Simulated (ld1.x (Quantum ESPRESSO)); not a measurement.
# Logarithmic derivatives: B, PAW

* Element: boron
* Generator: ld1.x (Quantum ESPRESSO) 7.5
* Type: PAW
* Functional: PBE
* Relativity: scalar-relativistic
* Frozen core: [He]
* Valence charge: 3
* Reference configuration: 2s1 2p2
* Partial waves: 2s (bound): rcut 1.45, rcutus 1.60 bohr; 2s channel at 0.3 Ry: rcut 1.45, rcutus 1.60 bohr; 2p (bound): rcut 3.10, rcutus 4.10 bohr; 2p channel at 0.8 Ry: rcut 3.10, rcutus 4.10 bohr
* Local potential: all-electron potential smoothed inside 3.12 bohr (lloc = -1)
* Core correction: Bessel-smoothed model core inside 1.55 bohr
* Augmentation charge: PSQ, inside the norm-conserving radii

The phase is arctan(r·u′/u) with u = r·R(r), unwrapped; energies in Ry, scanned from -3 to 5 Ry. A pole is an energy at which the radial function vanishes at the test radius. The pseudo phase is shifted by a multiple of π to meet the all-electron one at the reference energy, and phase errors are pseudo minus all-electron; the curves can meet again beyond the range given. Levels narrower than the energy grid can be missing from the lists of poles.

Question: For each channel, where are the poles, and over which energies does the pseudopotential scatter like the atom?

Answer:

```tsv
channel	radius (bohr)	reference energy (Ry)	poles, all-electron	poles, pseudo	unbroken range about the reference energy with phases within 0.05 rad	phase error 1 Ry above the reference energy (rad)
s	4.47	-0.73	-0.70, 1.16, 4.02	-0.70, 1.16, 4.06	below 2.4	+0.000
p	4.47	-0.30	-0.23, 1.32, 3.90	-0.23, 1.31, 4.22	below 2.1	-0.000
```

Phases in the s channel:

```tsv
E (Ry)	all-electron	pseudo
-3.00	1.437	1.437
-2.76	1.430	1.430
-2.52	1.423	1.423
-2.28	1.415	1.415
-2.04	1.404	1.404
-1.80	1.391	1.391
-1.56	1.375	1.375
-1.32	1.351	1.351
-1.08	1.311	1.311
-0.84	1.149	1.149
-0.60	-1.751	-1.751
-0.36	-1.881	-1.881
-0.12	-2.039	-2.039
0.12	-2.489	-2.489
0.36	-3.830	-3.830
0.60	-4.421	-4.421
0.84	-4.600	-4.600
1.08	-4.689	-4.689
1.32	-4.753	-4.753
1.56	-4.811	-4.811
1.80	-4.883	-4.883
2.04	-5.008	-5.005
2.28	-5.373	-5.356
2.52	-6.842	-6.794
2.76	-7.503	-7.491
3.00	-7.670	-7.663
3.24	-7.745	-7.740
3.48	-7.790	-7.786
3.72	-7.822	-7.818
3.96	-7.848	-7.844
4.20	-7.872	-7.867
4.44	-7.895	-7.889
4.68	-7.921	-7.913
4.92	-7.953	-7.940
```
